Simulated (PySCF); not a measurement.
## Basis-set dependence of excited states

C₂H₉Ge₂N.
Bonds: C1–C2 (double), C2–N3, N3–Ge4, N3–Ge5. Hydrogens: H6, H7 on C1; H8 on C2; H9, H10, H11 on Ge4; H12, H13, H14 on Ge5.

TDDFT with PBE0 (PySCF), vertical singlets, core orbitals frozen in the response, spherical d and f functions. Isolated species at its PBE0-D3(BJ)/def2-SVP geometry, gas phase. The PBE0/6-31G* calculation is non-relativistic and has no spin–orbit coupling, an omission that weighs most on germanium.

Question: Compare 6-31G*, def2-SVP, def2-SVPD and def2-TZVP for this molecule.

Answer: 

| basis | functions | diffuse | S1 (eV) | S2 (eV) | S3 (eV) | S4 (eV) | S5 (eV) | LUMO (eV) | α (au) |
| --- | --- | --- | --- | --- | --- | --- | --- | --- | --- |
| 6-31G* | 124 | no | 4.74 | 5.87 | 5.95 | 6.46 | 6.65 | 0.29 | 78.4 |
| def2-SVP | 151 | no | 5.03 | 5.84 | 6.22 | 6.37 | 6.46 | 0.35 | 84.3 |
| def2-SVPD | 208 | yes | 4.85 | 5.20 | 5.60 | 5.76 | 6.04 | -0.01 | 96.4 |
| def2-TZVP | 243 | no | 4.91 | 5.63 | 5.82 | 6.07 | 6.32 | 0.12 | 93.6 |

States are compared by their number. Against the only diffuse basis here (def2-SVPD, itself not a converged limit), sets without diffuse functions differ by up to 0.18 eV in S1 and 0.61 eV in S5. State by state, the largest deviation of a set without diffuse functions is S1 0.18, S2 0.67, S3 0.62, S4 0.71, S5 0.61 eV. The same number needn't mean the same state in each row. Against def2-SVPD the polarisability deviates by -19% in 6-31G*, -13% in def2-SVP, -3% in def2-TZVP.
